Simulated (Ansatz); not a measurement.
System: C2H6BrGaO2, charge 0, multiplicity 1. SMILES: C[O][Ga]([Br])[O]C
Geometry from a B3LYP-D3(BJ)/def2-TZVP (Ansatz, an electronic-structure program) optimisation:
```xyz
12

C      2.7584    -1.0392     0.2297
O      1.4659    -1.5703    -0.0283
Ga    -0.0139    -0.6032    -0.0918
Br     0.0386     1.6704     0.2544
O     -1.5357    -1.4401    -0.4283
C     -2.8007    -0.7981    -0.5110
H      3.4092    -1.2512    -0.6222
H      3.1736    -1.5253     1.1160
H      2.7517     0.0415     0.3992
H     -2.7465     0.2800    -0.3334
H     -3.2217    -0.9635    -1.5058
H     -3.4728    -1.2370     0.2304
```
Charge 0, spin multiplicity 1.

Wanted: atomisation energy (electronic, to ground-state atoms), in kcal/mol. Correlated levels leave the core frozen unless marked. Open shells are spin-unrestricted. No spin-orbit coupling. Frozen are the shells of the preceding noble gas and the d and f shells that filled before the atom's block. Non-relativistic. The coupled-cluster limit lacks core correlation, which all-electron functionals hold. CBS marks a two-point X^-3 extrapolation of the correlation energy; Hartree-Fock from the larger set.

```tsv
level	program	atomisation energy (kcal/mol)
r2SCANh/def2-TZVPD	Ansatz	1029.9
SCS-MP2/cc-pVQZ	Ansatz	1045.6
CCSD/STO-3G	Ansatz	923.4
CCSD(T)/CBS(cc-pVTZ,cc-pVQZ)	Ansatz	…
```

Complete the blanks.


- CCSD(T)/CBS(cc-pVTZ,cc-pVQZ), atomisation energy (kcal/mol): 1040.3
